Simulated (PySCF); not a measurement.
Molecule: `C#CC#C[C+](C)C`, [C7H7]+.

Cartesian coordinates in Å; atom numbers follow the order of the lines, from 1:
```xyz
14

C     4.252    0.212    0.366
C     3.044    0.245    0.254
C     1.711    0.278    0.135
C     0.488    0.301    0.022
C    -0.872    0.327   -0.075
C    -1.675    0.603    1.113
C    -1.513    0.076   -1.366
H     5.300    0.181    0.464
H    -1.084    0.935    1.963
H    -2.463    1.325    0.884
H    -2.207   -0.314    1.393
H    -2.583   -0.092   -1.267
H    -1.035   -0.748   -1.899
H    -1.363    0.951   -2.009
```

Total charge +1.

Frames of a GFN2-xTB Langevin trajectory at 300 K; GIAO PBE0/pcSseg-1 shieldings in PySCF 2.14, gas phase, non-relativistic; equivalent atoms averaged within each frame.

References, each an isolated molecule treated in the same way: ¹³C (186.93 ppm), ¹H (31.72 ppm) vs TMS. The references are static minima.

Problem. How do the shifts (ppm) fluctuate along the trajectory?

Solution. 
```
         time (fs)     C5     C3     C1     C4    C2  C6/C7     H8  H9/H10/H11/H12/H13/H14
               250  285.7  213.3  191.1  103.1  78.6   51.9   8.74                    3.98
               425  255.9  230.9  217.6   92.8  76.1   47.4  10.53                    4.11
               625  266.2  229.4  226.2   91.0  76.2   55.4  10.53                    4.52
               800  270.6  218.4  194.5   98.9  76.9   49.0   9.37                    4.02
              1000  280.3  207.0  195.5   97.4  77.0   54.0   8.95                    4.49
    mean of frames  271.8  219.8  205.0   96.6  77.0   51.6   9.62                    4.22
standard deviation   11.7   10.3   15.8    4.8   1.0    3.3   0.86                    0.26
```

5 frames give an uncertainty of the mean of about the standard deviation over 2.2 at best, since frames this close in time may not be independent; classical motion lacks zero-point vibration, and the reference would need the same averaging.
